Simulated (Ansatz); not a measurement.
Species: CH$_{2}$N, charge 0, doublet. CH2N (SMILES N=[CH], doublet).
B3LYP-D3(BJ)/def2-TZVP minimum from Ansatz (a first-principles code):
```
C
N 1 1.2170
H 2 1.0264 1 122.80
H 1 1.0983 2 134.02 3 0.00
```
Charge 0, spin multiplicity 2.

Hartree-Fock and CCSD correlation energies in hartree (Ansatz). Radicals and triplets start from unrestricted determinants; spin-orbit coupling is neglected. Cores are frozen in correlated methods. No relativity. The UHF reference of CH2N ([CH]=N, doublet) is spin-contaminated (<S^2> up to 0.08 over the pure value in the sets run).

| basis | X | E(HF) | E(corr, CCSD) |
|---|---|---|---|
| cc-pVTZ | 3 | -93.43109 | -0.35369 |
| cc-pVQZ | 4 | -93.43815 | -0.37272 |
| cc-pV5Z | 5 | -93.43984 | withheld |

**Question.** Fit E(corr) = E∞ + A/X³ to X = 3 and 4, predict X = 5, and compare with the run.

**Answer.** A = (-0.35369 - (-0.37272))/(1/27 - 1/64) = 0.8888; E∞ = -0.37272 - A/64 = -0.38661; at X = 5, E∞ + A/125 = -0.37950. The run gave -0.37902, 0.48 mEh above the prediction. The same form on X = 4 and 5 gives E∞ = -0.38563, 0.98 mEh above the first estimate.
